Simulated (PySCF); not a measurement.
## Spin–spin coupling constants

Bonds (- single, = double, # triple, : aromatic): C1-C2 1.519 Å, C2-C3 1.518 Å, C2-O4 1.417 Å, O4-Ge5 1.780 Å. C1 carries H6, H7, H8; C2 carries H9; C3 carries H10, H11, H12; Ge5 carries H13, H14, H15.

Couplings: B3LYP/pcJ-1 (pcSseg-1 on Ge) (without the spin–dipole term) in PySCF 2.14.0 with density-fitted response routines, geometry PBE0-D3(BJ)/def2-SVP; gas phase, one conformer, non-relativistic. Couplings are averaged over pairs made equivalent by symmetry, fast rotation or ring inversion, so a value needn't be that of the named pair in this geometry, while other rotamers aren't included; one pair stands for each set, and the list holds those of at least 1.5 Hz over up to four bonds, among pairs with at least one C or H atom (others weren't computed).

Isotopes: ¹³C, ¹H, ¹⁷O. Couplings to quadrupolar nuclei such as 17O and 33S are rarely resolved in practice.

```tsv
pair	bonds	J (Hz)
C1, C2	1	41.5
C1, H6	1	132.8
C2, O4	1	21.6
C2, H9	1	?
C1, C3	2	2.3
C1, O4	2	-6.6
C2, H6	2	?
O4, H9	2	-2.2
O4, H13	2	-7.4
H6, H7	2	?
H13, H14	2	?
C1, H10	3	5.1
C2, H13	3	?
O4, H6	3	-4.6
H6, H9	3	7.0
```

Estimate the withheld couplings, with signs.

Results:


- ¹J(C2,H9) = 137.8 Hz (bond length 1.111 Å, sp3 carbon)
- ²J(C2,H6) = -3.4 Hz (mean over equivalent pairs that range from -6.0 to 1.0 Hz in this conformer)
- ²J(H6,H7) = -13.5 Hz
- ²J(H13,H14) = 23.9 Hz (mean over equivalent pairs that range from 21.4 to 28.6 Hz in this conformer)
- ³J(C2,H13) = 2.8 Hz (mean over equivalent pairs that range from 0.6 to 7.2 Hz in this conformer)

Relativistic effects of the heavier atoms present are left out.
